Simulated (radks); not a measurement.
Task: Neutral europium, configuration [Xe] 4f7 6s2. Method: Dirac Kohn-Sham, RPBE, spin-unpolarised, spherical densities, point nucleus; open shells are shared between the two j in proportion to 2j + 1; computed with a radial shooting solver on a logarithmic mesh with Libxc functionals. Some entries of the table are withheld. Estimate them.

| orbital | occ. | eigenvalue (eV) | <1/r> (bohr^-1) | <r^2> (bohr^2) |
|---|---|---|---|---|
| 1s1/2 | 2 | -48324.01 | 70.25 | 0.0006790 |
| 2s1/2 | 2 | -7931.499 | 16.73 | 0.01062 |
| 2p1/2 | 2 | (1) | 16.70 | (2) |
| 2p3/2 | 4 | (3) | 14.82 | (4) |
| 3s1/2 | 2 | -1745.411 | 6.089 | 0.07104 |
| 3p1/2 | 2 | -1569.408 | 6.002 | 0.06631 |
| 3p3/2 | 4 | -1437.295 | 5.528 | 0.07344 |
| 3d3/2 | 4 | -1133.318 | 5.404 | 0.05885 |
| 3d5/2 | 6 | -1104.575 | 5.285 | 0.06085 |
| 4s1/2 | 2 | -346.5770 | 2.538 | 0.3617 |
| 4p1/2 | 2 | -278.6146 | 2.431 | (5) |
| 4p3/2 | 4 | -249.4913 | 2.271 | (6) |
| 4d3/2 | 4 | -137.7501 | 2.051 | 0.4878 |
| 4d5/2 | 6 | -132.5245 | 2.011 | 0.5035 |
| 5s1/2 | 2 | -44.6082 | 0.9625 | 2.150 |
| 5p1/2 | 2 | -26.4502 | 0.8430 | 2.773 |
| 5p3/2 | 4 | -22.6634 | 0.7856 | 3.141 |
| 6s1/2 | 2 | -3.5664 | 0.2906 | 21.17 |
| 4f5/2 | 3 | -3.0431 | 1.418 | (7) |
| 4f7/2 | 4 | -2.4275 | 1.396 | (8) |

Result: 
(1) 2p1/2 eigenvalue (eV): -7523.341
(2) 2p1/2 <r^2> (bohr^2): 0.007725
(3) 2p3/2 eigenvalue (eV): -6875.345
(4) 2p3/2 <r^2> (bohr^2): 0.008963
(5) 4p1/2 <r^2> (bohr^2): 0.3818
(6) 4p3/2 <r^2> (bohr^2): 0.4211
(7) 4f5/2 <r^2> (bohr^2): 1.307
(8) 4f7/2 <r^2> (bohr^2): 1.387
